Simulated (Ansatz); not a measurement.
Cartesian coordinates in Å:
```
C -0.525 1.687 1.201
C -0.116 0.840 0.274
O -0.201 -0.511 0.466
B 0.205 -1.402 -0.468
O 0.718 -1.002 -1.654
Cl 0.035 -3.118 -0.076
H -0.939 1.340 2.140
H -0.447 2.750 1.024
H 0.303 1.148 -0.678
H 0.967 -1.730 -2.227
```

Charge 0, multiplicity 1.

**Question.** List the PBE0/def2-TZVPP orbital energies in eV (Ansatz 0.2.0). (Best estimate.)

**Answer.** The calculation gave: Occupied: -2767.46, -523.86, -523.71, -279.93, -278.02, -259.32, -197.60, -197.48, -197.45, -187.16, -30.32, -29.33, -23.43, -21.55, -17.32, -16.71, -15.05, -13.54, -12.70, -12.69, -11.55, -11.04, -10.76, -10.03, -9.49, -9.26, -7.32. Lowest empty: 0.05, 0.66, 1.19, 1.94, 2.38, 2.60, 3.29, 3.46.
